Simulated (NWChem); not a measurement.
System: C$_{2}$H$_{6}$BO$_{2}$, doublet; SMILES CO[B]OC

Here is an NWChem input.

```
start job
memory heap 200 mb stack 900 mb global 1100 mb
geometry units angstroms noautosym nocenter noautoz
  C      0.609378    -1.955927     0.029225
  O     -0.633217    -1.306124    -0.159466
  B     -0.768066     0.025181    -0.158986
  O      0.262024     0.876648     0.017722
  C      0.118285     2.274623     0.017752
  H      1.426512    -1.233060     0.171662
  H      0.544189    -2.609754     0.912141
  H      0.826507    -2.581617    -0.849774
  H      0.459112     2.679552     0.983366
  H      0.742971     2.708493    -0.778505
  H     -0.928336     2.577260    -0.145832
end
basis spherical
  * library def2-svp
end
dft
  odft
  mult 2
  xc b3lyp
  iterations 150
  mulliken
end
task dft energy
esp
  recalculate
  probe 0.07
  range 0.3
  factor 1.0
  spacing 0.02
end
task esp
```

NWChem printed, in part:

```
             Northwest Computational Chemistry Package (NWChem) 7.3.0
             --------------------------------------------------------

                             Geometry "geometry" -> ""
                             -------------------------

 Output coordinates in angstroms (scale by  1.889725989 to convert to a.u.)

  No.       Tag          Charge          X              Y              Z
 ---- ---------------- ---------- -------------- -------------- --------------
    1 C                    6.0000     0.60937800    -1.95592700     0.02922500
    2 O                    8.0000    -0.63321700    -1.30612400    -0.15946600
    3 B                    5.0000    -0.76806600     0.02518100    -0.15898600
    4 O                    8.0000     0.26202400     0.87664800     0.01772200
    5 C                    6.0000     0.11828500     2.27462300     0.01775200
    6 H                    1.0000     1.42651200    -1.23306000     0.17166200
    7 H                    1.0000     0.54418900    -2.60975400     0.91214100
    8 H                    1.0000     0.82650700    -2.58161700    -0.84977400
    9 H                    1.0000     0.45911200     2.67955200     0.98336600
   10 H                    1.0000     0.74297100     2.70849300    -0.77850500
   11 H                    1.0000    -0.92833600     2.57726000    -0.14583200

 Effective nuclear repulsion energy (a.u.)     164.3409384768

                                 NWChem DFT Module
                                 -----------------

 Summary of "ao basis" -> "ao basis" (spherical)
 ------------------------------------------------------------------------------
       Tag                 Description            Shells   Functions and Types
 ---------------- ------------------------------  ------  ---------------------
 C                          def2-svp                 6       14   3s2p1d
 O                          def2-svp                 6       14   3s2p1d
 B                          def2-svp                 6       14   3s2p1d
 H                          def2-svp                 3        5   2s1p

            General Information
            -------------------
          SCF calculation type: DFT
          Wavefunction type:  spin polarized.
          No. of atoms     :    11
          No. of electrons :    39
           Alpha electrons :    20
            Beta electrons :    19
          Charge           :     0
          Spin multiplicity:     2
          Use of symmetry is: off; symmetry adaption is: off
          Maximum number of iterations: 150
          AO basis - number of functions:   100
                     number of shells:    48
          Convergence on energy requested:  1.00D-06
          Convergence on density requested:  1.00D-05
          Convergence on gradient requested:  5.00D-04

              XC Information
              --------------
                         B3LYP Method XC Potential
                     Hartree-Fock (Exact) Exchange  0.200
                        Slater Exchange Functional  0.800 local
                    Becke 1988 Exchange Functional  0.720 non-local
              Lee-Yang-Parr Correlation Functional  0.810
                  VWN I RPA Correlation Functional  0.190 local

             Grid Information
             ----------------
          Grid used for XC integration:  medium
          Radial quadrature: Mura-Knowles
          Angular quadrature: Lebedev.
          Tag              B.-S. Rad. Rad. Pts. Rad. Cut. Ang. Pts.
          ---              ---------- --------- --------- ---------
          C                   0.70       49          12.0       434
          O                   0.60       49          11.0       434
          B                   0.85       49          10.0       434
          H                   0.35       45          13.0       434
          Grid pruning is: on
          Number of quadrature shells:   515
          Spatial weights used:  Erf1

      Superposition of Atomic Density Guess
      -------------------------------------

 Sum of atomic energies:        -252.13159751

      Non-variational initial energy
      ------------------------------

 Total energy =    -254.625545
 1-e energy   =    -667.803819
 2-e energy   =     248.837336
 HOMO         =      -0.126816
 LUMO         =       0.096404

     ---------------------------------------------
      Total Density - Mulliken Population Analysis
     ---------------------------------------------

    Atom       Charge   Shell Charges
 -----------   ------   -------------------------------------------------------
    1 C    6     5.88   1.99  0.92  0.21  1.84  0.87  0.05
    2 O    8     8.53   1.99  1.10  0.59  3.03  1.80  0.01
    3 B    5     4.64   1.99  0.82  0.42  1.02  0.25  0.15
    4 O    8     8.52   1.99  1.10  0.60  3.02  1.80  0.01
    5 C    6     5.85   1.99  0.92  0.20  1.84  0.86  0.05
    6 H    1     0.93   0.69  0.22  0.02
    7 H    1     0.92   0.69  0.21  0.02
    8 H    1     0.92   0.69  0.21  0.02
    9 H    1     0.93   0.69  0.21  0.02
   10 H    1     0.93   0.69  0.21  0.02
   11 H    1     0.94   0.69  0.23  0.02

     --------------------------------------------
      Spin Density - Mulliken Population Analysis
     --------------------------------------------

    Atom       Charge   Shell Charges
 -----------   ------   -------------------------------------------------------
    1 C    6     0.05   0.00  0.00  0.00  0.03  0.02  0.00
    2 O    8     0.03   0.00  0.02 -0.01  0.02 -0.01  0.00
    3 B    5     0.84   0.00  0.15  0.35  0.22  0.11  0.01
    4 O    8     0.06   0.00  0.01 -0.01  0.06  0.00  0.00
    5 C    6    -0.00   0.00  0.00 -0.01  0.00  0.00  0.00
    6 H    1     0.00   0.00  0.00  0.00
    7 H    1     0.00   0.00  0.00  0.00
    8 H    1     0.00   0.00  0.00  0.00
    9 H    1     0.00  -0.00  0.00  0.00
   10 H    1     0.00  -0.00  0.00  0.00
   11 H    1     0.02   0.00  0.02  0.00

   convergence    iter        energy       DeltaE   RMS-Dens  Diis-err
 ---------------- ----- ----------------- --------- --------- ---------
 d= 0,ls=0.0,diis     1   -254.8471358768 -4.19D+02  6.75D-03  1.70D-01
                                                     5.01D-03  1.56D-01
 d= 0,ls=0.0,diis     2   -254.8531404963 -6.00D-03  2.63D-03  2.13D-01
                                                     2.60D-03  2.19D-01
 d= 0,ls=0.0,diis     3   -254.9334035995 -8.03D-02  7.21D-04  1.26D-02
                                                     6.26D-04  1.13D-02
 d= 0,ls=0.0,diis     4   -254.9373626125 -3.96D-03  2.77D-04  8.72D-04
                                                     2.21D-04  9.15D-04
 d= 0,ls=0.0,diis     5   -254.9378002334 -4.38D-04  9.11D-05  5.95D-05
                                                     5.09D-05  4.62D-05
  Resetting Diis
 d= 0,ls=0.0,diis     6   -254.9378274142 -2.72D-05  2.80D-05  9.24D-06
                                                     2.75D-05  8.53D-06
 d= 0,ls=0.0,diis     7   -254.9378315248 -4.11D-06  2.08D-05  2.12D-06
                                                     2.17D-05  2.70D-06
 d= 0,ls=0.0,diis     8   -254.9378297669  1.76D-06  1.41D-05  8.09D-06
                                                     1.24D-05  7.51D-06
 d= 0,ls=0.0,diis     9   -254.9378327010 -2.93D-06  2.61D-06  2.48D-08
                                                     2.12D-06  2.56D-08
 d= 0,ls=0.0,diis    10   -254.9378327233 -2.23D-08  1.03D-06  1.42D-08
                                                     1.27D-06  1.79D-08

         Total DFT energy =     -254.937832723291
      One electron energy =     -671.985325406189
           Coulomb energy =      287.058636602060
    Exchange-Corr. energy =      -34.352082395913
 Nuclear repulsion energy =      164.340938476752

 Numeric. integr. density =       38.999990942710

                    DFT Final Alpha Molecular Orbital Analysis
                    ------------------------------------------

 Vector   18  Occ=1.000000D+00  E=-3.340158D-01
              MO Center= -8.3D-02, -1.4D+00, -7.2D-02, r^2= 1.9D+00
   Bfn.  Coefficient  Atom+Function         Bfn.  Coefficient  Atom+Function
  ----- ------------  ---------------      ----- ------------  ---------------
    19      0.350896   2 O  py               18      0.344220   2 O  px
    71     -0.274206   6 H  s                21      0.232703   2 O  px
    22      0.206833   2 O  py                5     -0.191015   1 C  py
     4     -0.184259   1 C  px               33      0.183478   3 B  py
    72     -0.182895   6 H  s                17     -0.155194   2 O  s

 Vector   19  Occ=1.000000D+00  E=-2.934447D-01
              MO Center= -2.1D-02, -2.1D-01, -4.4D-02, r^2= 3.6D+00
   Bfn.  Coefficient  Atom+Function         Bfn.  Coefficient  Atom+Function
  ----- ------------  ---------------      ----- ------------  ---------------
    20      0.420094   2 O  pz               48     -0.392695   4 O  pz
    23      0.315476   2 O  pz               51     -0.295911   4 O  pz
    76     -0.150307   7 H  s                81      0.150121   8 H  s
    86      0.150052   9 H  s                91     -0.149562  10 H  s
     6     -0.147381   1 C  pz               62      0.142555   5 C  pz

 Vector   20  Occ=1.000000D+00  E=-1.897023D-01
              MO Center= -1.1D+00,  2.2D-01, -2.1D-01, r^2= 1.9D+00
   Bfn.  Coefficient  Atom+Function         Bfn.  Coefficient  Atom+Function
  ----- ------------  ---------------      ----- ------------  ---------------
    31      0.484128   3 B  s                32      0.452286   3 B  px
    30      0.313130   3 B  s                46      0.244016   4 O  px
    35     -0.220094   3 B  px               17     -0.191062   2 O  s
    36      0.191750   3 B  py               49      0.182111   4 O  px
    59     -0.146446   5 C  s                33     -0.143918   3 B  py

 Vector   21  Occ=0.000000D+00  E= 3.557404D-02
              MO Center= -6.9D-01, -1.5D-02, -1.5D-01, r^2= 2.8D+00
   Bfn.  Coefficient  Atom+Function         Bfn.  Coefficient  Atom+Function
  ----- ------------  ---------------      ----- ------------  ---------------
    37      0.679484   3 B  pz               34     -0.520393   3 B  pz
    51     -0.294111   4 O  pz               23     -0.284168   2 O  pz
    20     -0.264876   2 O  pz               48     -0.259324   4 O  pz
    77      0.243512   7 H  s                82     -0.240538   8 H  s
     9     -0.192804   1 C  pz               87      0.152351   9 H  s

 Vector   22  Occ=0.000000D+00  E= 6.864325D-02
              MO Center=  6.7D-01,  2.5D-01,  7.2D-02, r^2= 9.9D+00
   Bfn.  Coefficient  Atom+Function         Bfn.  Coefficient  Atom+Function
  ----- ------------  ---------------      ----- ------------  ---------------
     3      1.814557   1 C  s                59      1.604523   5 C  s
    87     -0.891423   9 H  s                92     -0.891603  10 H  s
    77     -0.824175   7 H  s                82     -0.825877   8 H  s
    72     -0.713508   6 H  s                97     -0.551719  11 H  s
    31     -0.452430   3 B  s                64      0.433221   5 C  py

 Vector   23  Occ=0.000000D+00  E= 7.703349D-02
              MO Center=  3.4D-01,  4.3D-01,  2.3D-02, r^2= 1.1D+01
   Bfn.  Coefficient  Atom+Function         Bfn.  Coefficient  Atom+Function
  ----- ------------  ---------------      ----- ------------  ---------------
    59      1.955129   5 C  s                 3     -1.555306   1 C  s
    87     -0.891236   9 H  s                92     -0.890847  10 H  s
    77      0.867385   7 H  s                82      0.867938   8 H  s
    97     -0.844061  11 H  s                72      0.493610   6 H  s
     8      0.293247   1 C  py               36     -0.266319   3 B  py

                     DFT Final Beta Molecular Orbital Analysis
                     -----------------------------------------

 Vector   17  Occ=1.000000D+00  E=-3.399298D-01
              MO Center=  3.1D-02,  1.3D+00, -1.0D-02, r^2= 2.2D+00
   Bfn.  Coefficient  Atom+Function         Bfn.  Coefficient  Atom+Function
  ----- ------------  ---------------      ----- ------------  ---------------
    46      0.427918   4 O  px               49      0.281475   4 O  px
    96      0.280895  11 H  s                60     -0.269278   5 C  px
    45      0.186991   4 O  s                30     -0.175449   3 B  s
    97      0.172310  11 H  s                47     -0.142958   4 O  py
    44      0.130152   4 O  s                18     -0.122698   2 O  px

 Vector   18  Occ=1.000000D+00  E=-3.299678D-01
              MO Center= -7.6D-02, -1.3D+00, -6.9D-02, r^2= 2.3D+00
   Bfn.  Coefficient  Atom+Function         Bfn.  Coefficient  Atom+Function
  ----- ------------  ---------------      ----- ------------  ---------------
    18      0.341673   2 O  px               19      0.333588   2 O  py
    71     -0.272320   6 H  s                21      0.232038   2 O  px
    22      0.196833   2 O  py               33      0.193452   3 B  py
     4     -0.188867   1 C  px                5     -0.185671   1 C  py
    72     -0.168019   6 H  s                17     -0.162114   2 O  s

 Vector   19  Occ=1.000000D+00  E=-2.936768D-01
              MO Center= -2.2D-02, -2.2D-01, -4.4D-02, r^2= 3.6D+00
   Bfn.  Coefficient  Atom+Function         Bfn.  Coefficient  Atom+Function
  ----- ------------  ---------------      ----- ------------  ---------------
    20      0.421628   2 O  pz               48     -0.390430   4 O  pz
    23      0.317451   2 O  pz               51     -0.294676   4 O  pz
    76     -0.151735   7 H  s                81      0.151505   8 H  s
    86      0.149418   9 H  s                 6     -0.148243   1 C  pz
    91     -0.148889  10 H  s                62      0.141771   5 C  pz

[...]

                     NWChem Electrostatic Potential Fit Module
                     -----------------------------------------

 Atom parameters

 Number of atoms is                                   11
 Number of basis functions is                        100

 Grid parameters

 Maximum number of grid points is                  42694
 Number of grid points is                          42693
 Grid range                                     0.300000 nm
 Grid spacing                                   0.020000 nm
 Probe radius                                   0.070000 nm
 Atom radius factor                             1.000000

 Atomic radii

    1    0.100000
    5    0.158000
    6    0.147000
    8    0.136000
 FASTESP  F
  using M.O. file = ./job.movecs

    Atom              Coordinates                           Charge

                                                  ESP

    1 C     0.060938   -0.195593    0.002923    0.604418
    2 O    -0.063322   -0.130612   -0.015947   -0.393461
    3 B    -0.076807    0.002518   -0.015899    0.064947
    4 O     0.026202    0.087665    0.001772   -0.135708
    5 C     0.011829    0.227462    0.001775    0.130316
    6 H     0.142651   -0.123306    0.017166   -0.113045
    7 H     0.054419   -0.260975    0.091214   -0.088523
    8 H     0.082651   -0.258162   -0.084977   -0.088227
    9 H     0.045911    0.267955    0.098337    0.013262
   10 H     0.074297    0.270849   -0.077851    0.013344
   11 H    -0.092834    0.257726   -0.014583   -0.007322
                                            ------------
                                               -0.000000

 Dipole moment                                  0.630750

 Quadrupole moment Qxx                         -6.904625
                   Qyy                         11.320875
                   Qzz                         -4.416250

 RMS deviation kJ/mol                           0.080224

 RRMS %                                        49.957566
```

Level: B3LYP/def2-SVP, spin-unrestricted. Structure relaxed at the PBE0/def2-SVP, spin-unrestricted level. No frequency run checked for a minimum. No stability test was run on the SCF state.
